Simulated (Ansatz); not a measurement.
The inner images of a band of Ge2H6 + H (9 atoms, charge 0, multiplicity 2) are given out of order.

All numbers below come from UKS PBE0/def2-SVP in Ansatz.

Image 0:

```xyz
9
Properties=species:S:1:pos:R:3
Ge 0.015 0.004 -0.202
H -0.310 -0.298 1.274
H 1.537 0.197 -0.341
Ge -1.151 1.999 -0.931
H -2.673 1.808 -0.790
H -0.726 3.211 -0.080
H -0.830 2.299 -2.408
H -0.406 -1.208 -1.055
H 0.023 -0.176 4.348
```

Image 8:

```xyz
9
Properties=species:S:1:pos:R:3
Ge -0.069 -0.137 -0.548
H -0.104 -0.119 2.903
H 1.466 -0.015 -0.414
Ge -1.171 1.977 -0.981
H -2.693 1.755 -1.028
H -0.842 2.962 0.154
H -0.719 2.595 -2.320
H -0.402 -1.230 -1.589
H 0.012 0.048 3.637
```

Q: Put them in order from the first end to the last, with their energies above the first end.
A.
```xyz
9
Properties=species:S:1:pos:R:3
Ge 0.097 0.072 -0.118
H -0.210 -0.173 2.044
H 1.623 0.212 -0.273
Ge -1.136 2.003 -0.863
H -2.641 1.784 -0.628
H -0.682 3.248 -0.081
H -0.888 2.234 -2.366
H -0.389 -1.253 -0.736
H -0.294 -0.292 2.834
```
B.
```xyz
9
Properties=species:S:1:pos:R:3
Ge -0.021 -0.017 -0.460
H -0.091 -0.262 2.931
H 1.520 0.095 -0.512
Ge -1.167 2.034 -1.048
H -2.685 1.785 -1.006
H -0.820 3.134 -0.029
H -0.781 2.522 -2.460
H -0.455 -1.244 -1.293
H -0.021 -0.211 3.688
```
C.
```xyz
9
Properties=species:S:1:pos:R:3
Ge 0.080 0.021 -0.397
H -0.197 -0.228 2.717
H 1.612 0.148 -0.554
Ge -1.145 2.023 -0.990
H -2.646 1.786 -0.747
H -0.673 3.184 -0.096
H -0.929 2.410 -2.468
H -0.403 -1.249 -1.132
H -0.221 -0.259 3.480
```
D.
```xyz
9
Properties=species:S:1:pos:R:3
Ge 0.084 0.061 0.002
H -0.149 -0.099 1.546
H 1.597 0.224 -0.241
Ge -1.134 1.984 -0.831
H -2.645 1.796 -0.602
H -0.680 3.259 -0.098
H -0.882 2.165 -2.339
H -0.390 -1.231 -0.692
H -0.321 -0.322 3.069
```
E.
```xyz
9
Properties=species:S:1:pos:R:3
Ge 0.095 0.072 -0.069
H -0.124 -0.095 1.448
H 1.602 0.251 -0.330
Ge -1.140 1.994 -0.883
H -2.638 1.840 -0.564
H -0.627 3.282 -0.213
H -0.974 2.135 -2.407
H -0.378 -1.213 -0.776
H -0.338 -0.430 3.609
```
F.
```xyz
9
Properties=species:S:1:pos:R:3
Ge 0.119 0.064 -0.262
H -0.231 -0.215 2.402
H 1.646 0.192 -0.455
Ge -1.134 2.022 -0.933
H -2.627 1.792 -0.641
H -0.645 3.238 -0.127
H -0.959 2.319 -2.436
H -0.382 -1.254 -0.890
H -0.308 -0.321 3.157
```
G.
```xyz
9
Properties=species:S:1:pos:R:3
Ge 0.082 0.035 -0.170
H -0.189 -0.238 1.321
H 1.595 0.250 -0.362
Ge -1.143 1.995 -0.905
H -2.634 1.858 -0.542
H -0.590 3.262 -0.226
H -1.024 2.167 -2.430
H -0.343 -1.205 -0.979
H -0.276 -0.287 4.107
```

A: G (+0.2 kJ/mol), E (+1.5 kJ/mol), D (+4.3 kJ/mol), A (-60.3 kJ/mol), F (-74.1 kJ/mol), C (-77.4 kJ/mol), B (-77.9 kJ/mol).

Time of the run: 2.8 min on 4 threads of AMD EPYC 7B13 (Zen 3), with other jobs on the host, peak memory 0.36 GiB.
